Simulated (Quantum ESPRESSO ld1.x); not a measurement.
Charge is removed step by step from the 4d up level of the molybdenum ion Mo3+, starting from [Kr] 4d(up 3, down 0). All-electron calculation, scalar-relativistic Kohn-Sham, LDA (Slater exchange, VWN5 correlation), spin-polarised, spherical densities, point nucleus. Program: ld1.x of Quantum ESPRESSO 7.5.

\begin{tabular}{lrrr}
removed (e) & E - E(0) (eV) & eigenvalue (eV) & E minus straight line (eV) \\ \hline
0 & 0.000 & -34.031 & 0.000 \\
0.125 & 4.353 & -35.620 & -0.715 \\
0.25 & 8.905 & -37.228 & -1.229 \\
0.375 & 13.660 & -38.853 & -1.542 \\
0.5 & 18.619 & -40.496 & -1.651 \\
0.625 & 23.784 & -42.156 & -1.553 \\
0.75 & 29.158 & -43.832 & -1.246 \\
0.875 & 34.742 & -45.525 & -0.729 \\
1 & 40.539 & -47.234 & 0.000 \\
\end{tabular}

Removing the whole electron costs 40.539 eV by Delta-SCF, against 34.031 eV from minus the eigenvalue at the starting occupation. Slater's transition state (half an electron removed) gives 40.496 eV. Integrating minus the eigenvalue over the occupation (Janak's theorem) gives 40.541 eV. In this scalar-relativistic scheme the density is built from large components alone, so the theorem holds only approximately. The mean slope of the eigenvalue, de/dn, is 13.2 eV per electron. Ionisation energy of Mo3+ in the NIST Atomic Spectra Database: 40.3 eV (semi-empirical).
